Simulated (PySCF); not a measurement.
Ga(AsH2)(F)2 (AsF2GaH2), SMILES [F][Ga]([F])[AsH2].

The structure is a stationary point at PBE0-D3(BJ)/def2-SVP.

Computed with PySCF with C-PCM-ωB97X/def2-SVP.

The values are the electrostatic part of the solvation free energy, E(continuum) − E(gas) at the gas-phase geometry, in a cavity of scaled van der Waals radii (PySCF's table); cavitation and dispersion terms are not included. A continuum can't describe solvent molecules that bind to the metal. In vacuum the orbital gap is 11.24 eV. The dipole moment in vacuum is 3.10 D.

Estimate the values in water (ε = 78.36), chlorobenzene (ε = 5.70), dimethylsulfoxide (ε = 46.83). (The exact figures need the calculation; the answer reports its results.)


| solvent | ε | ΔG(elec) (kcal/mol) | dipole (D) | gap (eV) |
|---|---|---|---|---|
| water | 78.36 | -8.4 | 3.65 | 11.18 |
| chlorobenzene | 5.70 | -6.9 | 3.54 | 11.20 |
| dimethylsulfoxide | 46.83 | -8.4 | 3.64 | 11.18 |
